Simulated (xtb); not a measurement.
F4Sn (SMILES [F][Sn]([F])([F])[F]), singlet, geometry from GFN2-xTB (such geometries of metal compounds can be far from the true shape).

Here is a job for xtb.
```
$ xtb mol.xyz --gfn 2 --vipea --json

# file mol.xyz
5

F     -0.95583512    -1.49040427    -0.73172632
Sn    -0.00000000    -0.00000000    -0.00000000
F     -1.14423492     1.53611205     0.03788529
F      0.56745998    -0.41770137     1.78153412
F      1.53261006     0.37199359    -1.08769309
```

### Question
Give the vertical ionisation energy (with the method's empirical shift) at the level GFN2-xTB in xtb.

### Answer
13.88 eV

### Question
Give the vertical electron affinity (with the method's empirical shift) at the level GFN2-xTB.

### Answer
2.73 eV
